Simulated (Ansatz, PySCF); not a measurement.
Reaction (SMILES): CO[Si](Br)(Br)Br [tribromo(methoxy)silane] + O (H2O) + 3 [SiH4] (SiH4) → CO (CH4O) [methanol] + O[SiH3] [hydroxysilane] + 3 [SiH3]Br [bromosilane]
Structures are relaxed separately at B3LYP-D3(BJ)/def2-TZVP in Ansatz (a quantum-chemistry and plane-wave program), one conformer each, not searched for the lowest. Frequencies are from Ansatz or PySCF.
Geometry of the first species:
```
O
C 1 1.4288
H 2 1.0876 1 107.16
H 2 1.0913 3 109.52 1 -119.91
H 2 1.0913 3 109.52 4 -120.18
Si 1 1.6132 2 126.40 3 180.00
Br 6 2.1996 1 107.06 2 -180.00
Br 6 2.2197 1 110.51 2 59.82
Br 6 2.2197 1 110.51 2 -59.82
```

Quantity: bond separation energy (enthalpy at 298 K, with B3LYP-D3(BJ) rigid-rotor harmonic-oscillator terms), in kJ/mol. Cores are frozen in the correlated levels unless marked. No spin-orbit coupling. Frozen are the shells of the preceding noble gas and the d and f shells that filled before the atom's block. No relativistic terms. Basis-set limits of correlation are two-point, X^-3; Hartree-Fock from the larger set.

CCSD(T)/CBS(def2-TZVPP,def2-QZVPP) (Ansatz) gives 36.5 kJ/mol.

Problem. Another calculation gave 32.5 kJ/mol. Which level was it?
(A) B3LYP/def2-TZVPD (Ansatz)
(B) PBE/def2-TZVPD (Ansatz)
(C) SVWN5/def2-TZVPD (Ansatz)

Solution. B, PBE/def2-TZVPD (Ansatz). The others give 19.9 (B3LYP), 52.8 (SVWN5) kJ/mol.
